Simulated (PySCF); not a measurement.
A structure optimised at PBE-D3(BJ)/def2-SVP, used in a PySCF frequency run:

```
C
O 1 1.2035
O 1 1.3955 2 122.26
B 3 1.3713 1 126.94 2 30.34
F 4 1.3279 3 116.81 1 -158.14
C 1 1.5028 2 127.26 3 -177.63
H 6 1.1032 1 109.91 2 1.85
H 6 1.1081 7 110.48 1 -121.47
H 6 1.1089 7 110.13 8 -117.65
Cl 4 1.7575 5 119.22 3 176.27
```
Charge 0, spin multiplicity 1.

Problem. Write its SMILES and formula.

Solution. CC(=O)OB(F)Cl, C2H3BClFO2

Problem. What are its rotational constants (standard atomic weights)?

Solution. 3.4874, 1.4255, 1.1235 GHz
